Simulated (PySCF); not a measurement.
# Exercise with solution: refractive index and permittivity of the vapour

Ge(Me)(NH2) (CH5GeN), SMILES [CH3][Ge][NH2] (connectivity only; charge and spin as stated), neutral, multiplicity 1.

Coordinates come from a ωB97X-D3(BJ)/def2-SVP optimisation. The values are those of a single conformer.

r2SCAN/def2-TZVPD in PySCF gives a mean static polarisability of 59.8 bohr³ and a dipole moment of 1.49 D. Take an ideal gas at 298.15 K and 0.1 bar, whether or not the substance is that volatile.

Problem. Work out n − 1 in the optical limit and the static ε − 1.

Solution. 
Polarisability volume α' = 59.8 × 0.148185 = 8.86 Å³. Number density N = p/kT = 2.43e-6 Å⁻³.
Dilute limit of Lorentz–Lorenz: n − 1 = 2π N α' = 0.00014.
Orientation term of Debye: μ²/(3kT) = 8.098 Å³ × μ²(D²) = 17.98 Å³.
ε − 1 = 4π N (α' + μ²/3kT) = 0.00082. Orientation of the dipole supplies 67 % of the static response; it can't follow optical fields. Vibrational polarisation and dispersion are left out.
